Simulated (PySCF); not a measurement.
Frontier orbitals and the lowest excitations

Compound: C₇H₄F₂O.
Geometry (GFN2-xTB, Å), atoms numbered from 1 in this order:
```xyz
14
C7H4F2O angstrom
C      2.8601   -1.4009    2.7885
C      2.2402   -0.9592    1.8537
C      1.5465   -0.4758    0.7960
C      0.8869   -0.0596   -0.1333
C      0.2160    0.4242   -1.2645
C     -1.0653    0.7815   -1.3800
O     -2.0761    0.7766   -0.4511
C     -1.8489    0.3096    0.7986
F     -3.0437    0.1101    1.3743
F     -1.2118    1.2275    1.5655
H      3.3950   -1.7812    3.6059
H      0.8305    0.5212   -2.1507
H     -1.4603    1.1550   -2.3122
H     -1.2699   -0.6294    0.8473
```

The calculation used PySCF, TDDFT CAM-B3LYP/def2-SVPD, vertical, gas phase, core orbitals frozen in the response.

Kohn–Sham orbitals with the atoms that hold most of them (Löwdin shares over 4%, at most four atoms; ? is withheld):

```tsv
orbital	ε (eV)	atoms
LUMO+2	1.16	C5 15%, C6 14%, C3 10%, C4 10%
LUMO+1	0.05	C1 22%, C4 19%, C2 18%, C3 16%
LUMO	?	?
HOMO	-8.15	C3 17%, C4 16%, C1 15%, C6 14%
HOMO-1	-8.89	?
HOMO-2	-10.45	C2 21%, C5 19%, C1 19%, O7 11%
HOMO-3	-11.69	C2 27%, C3 23%, C1 17%, C4 11%
```

(1) Which atoms hold the HOMO-1, and with what shares?

(2) Which atoms hold the LUMO, and with what shares?

(3) What is the LUMO energy, and the HOMO–LUMO gap?

Answers

(1) C1 (bonded to C and H) 25%; C4 (bonded to 2 C) 24%; C2 (bonded to 2 C) 20%; C3 (bonded to 2 C) 20%.

(2) C6 (bonded to C, O and H) 21%; C4 (bonded to 2 C) 14%; C3 (bonded to 2 C) 14%; C5 (bonded to 2 C and H) 13%.

(3) ε(LUMO) = -0.75 eV; the gap is 7.40 eV (0.2719 hartree).

**Question.** The HOMO–LUMO gap is 7.40 eV. Where does the response calculation put the lowest singlet, and from which orbitals?

**Answer.** S1 is at 4.31 eV (f = 0.0059), 3.09 eV below the gap, made of HOMO-1→LUMO (48%), HOMO→LUMO+1 (40%). Its leading pair isn't HOMO and LUMO; the energies of that pair differ by 8.15 eV. 

Next come S2 at 4.45 eV (f 0.131), HOMO→LUMO (60%), HOMO-1→LUMO+1 (25%), HOMO→LUMO+1 (8%); S3 at 4.47 eV (f 0.0065), HOMO-1→LUMO (46%), HOMO→LUMO+1 (44%); S4 at 6.11 eV (f 0.793), HOMO-1→LUMO+1 (32%), HOMO-2→LUMO (25%), HOMO→LUMO (23%); S5 at 6.47 eV (f 0.039), HOMO→LUMO+2 (62%), HOMO-2→LUMO+1 (21%).

Löwdin shares depend on the basis, the more so with diffuse functions.

One conformer stands for the species.
